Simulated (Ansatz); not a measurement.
Input file for Ansatz (a program for electronic structure): R-wB97M-V/def2-TZVPP on Cl2H6O2Si3 (SMILES [SiH3]O[Si](Cl)(Cl)O[SiH3]).

Ansatz 0.2 input:
```yaml
crystal:
  periodic: [false, false, false]
  atoms:
    - {symbol: Si, position_ang: [0.02195002, 1.19021341, 0.25909825]}
    - {symbol: O, position_ang: [-1.49886758, 0.75288718, 0.63312994]}
    - {symbol: Si, position_ang: [-2.52322510, -0.57130105, 0.56122573]}
    - {symbol: O, position_ang: [0.80736372, -0.07812005, -0.40632474]}
    - {symbol: Si, position_ang: [2.34032873, -0.62613335, -0.80388053]}
    - {symbol: Cl, position_ang: [1.01411385, 1.78875459, 1.95816338]}
    - {symbol: Cl, position_ang: [-0.01514826, 2.75610000, -1.06757892]}
    - {symbol: H, position_ang: [-2.73555554, -0.96658346, -0.85790273]}
    - {symbol: H, position_ang: [-3.81152433, -0.16749730, 1.17882184]}
    - {symbol: H, position_ang: [-1.92810761, -1.70932390, 1.31421997]}
    - {symbol: H, position_ang: [2.19952249, -1.55163263, -1.95702766]}
    - {symbol: H, position_ang: [2.92346663, -1.34587817, 0.35972213]}
    - {symbol: H, position_ang: [3.20538301, 0.52831474, -1.17176666]}
basis:
  gaussian:
    orbitals: def2-TZVPP
hamiltonian:
  xc: {name: wB97M-V}
scf: {lower_state_search: off}
```

Output:

```
WARN ansatz: RAYON_NUM_THREADS=4 ignored (pool sized by the plan → 4); use --threads N
Functional definition: wB97M-V
these checks for a lower state are left out or cut short: stability, starts, cluster_reference, orbital_swaps, neighbouring_geometries, increment
integrals: 0.78 GiB planned
2149 factors; their error is unknown
integrals: 0.81 GiB planned
418 factors; integrals over basis functions are off by at most 1.6e-5 eV
mean field: 5.05 GiB planned
mean field evaluation 1: about -52870.4307 eV, gradient 6.6e1 eV
mean field evaluation 2: about -52868.1254 eV, gradient 7.7e1 eV
mean field evaluation 4: about -52877.2453 eV, gradient 2.3e0 eV
mean field evaluation 8: about -52877.2747 eV, gradient 1.4e-1 eV
mean field evaluation 16: about -52877.3212 eV, gradient 8.3e-5 eV
mean field -52877.32124944 eV, -1943.2057143814 hartree, gradient 8.0e-6 eV, S^2 0.000000; 0 other end points of the search recorded, 0 dependent functions left out
reference -52877.32131753 eV, -1943.2057168834 hartree; 49, 49 occupied and 307, 307 virtual orbitals, 2149 factors
Total energy: -52877.32131753 eV, -1943.2057168834 hartree
Checks for a lower state left out: stability, starts, cluster_reference, orbital_swaps, neighbouring_geometries, increment
```

The calculation finished and met its thresholds.

Cost: around 21 core-seconds (rough).
